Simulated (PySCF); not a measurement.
Computed IR spectrum (relative IR intensity) of a molecule C₃H₇ClSi. Geometry optimised at PBE-D3(BJ)/def2-SVP. Other conformers were not sampled. Method: PySCF 2.14.0 with PBE-D3(BJ)/def2-SVP. Frequencies are harmonic and unscaled.

Lines under 2 % of the strongest are left out, and lines within 2 cm⁻¹ are merged.

ν (cm⁻¹): 322 (vw), 473 (w), 627 (vw), 702 (m), 766 (w), 777 (w), 804 (m), 857 (w), 875 (vs), 907 (m), 940 (w), 1130 (w), 1214 (w), 1252 (vw), 1383 (vw), 1592 (s), 2145 (s), 2153 (s) (against the strongest line: vs over 80 %, s over 45 %, m over 15 %, w over 4 %, vw less)

**Question.** Identify the compound among the candidates.
A) C[SiH2]/C=C/Cl
B) Cl[SiH]1CCC1
C) C/C(Cl)=C/[SiH3]
D) C=C(Cl)[SiH2]C

**Answer.** A, C[SiH2]/C=C/Cl
